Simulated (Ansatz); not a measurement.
C2H7OSb can be A, `C[O][SbH][CH3]`, or B, `C[CH2][SbH][OH]`.

Program: Ansatz. Geometries: PBE0-D4/def2-TZVP. ΔE: electronic, gas phase. CCSD(T)/CBS adds triple-zeta CCSD(T) − MP2 to the extrapolated MP2 energy (def2 sets, frozen cores). Functionals use def2-TZVPP. B3LYP here is the variant with VWN-RPA as its local correlation; programs differ in this. Elements past krypton have def2 core potentials. For Sb outer-core shells are correlated without core-valence functions, which leaves a few kJ/mol of doubt a bond. Each species was taken in one conformer, which may not be the lowest.

Q: Which is lower in electronic energy at CCSD(T)/CBS, and by how much? (Estimate.)

A: Ansatz gave: B, by 52.0 kJ/mol.

Q: Give E(B) − E(A) in kJ/mol with B3LYP, PBE-D4, ωB97M-V, PBE0-D4, B3LYP-D4, HF/def2-TZVPP, B2PLYP. (Estimate.)

A: Ansatz gave: B3LYP -42.8, PBE-D4 -47.4, ωB97M-V -48.1, PBE0-D4 -49.2, B3LYP-D4 -43.4, HF/def2-TZVPP -39.6, B2PLYP -46.3. None reverses the order clearly.

Largest T1 diagnostic: 0.013.

In def2-TZVPP, CCSD(T) changes the Hartree–Fock value by −10.0 kJ/mol (the triples alone add −0.4 kJ/mol) and MP2 by −14.8 kJ/mol.
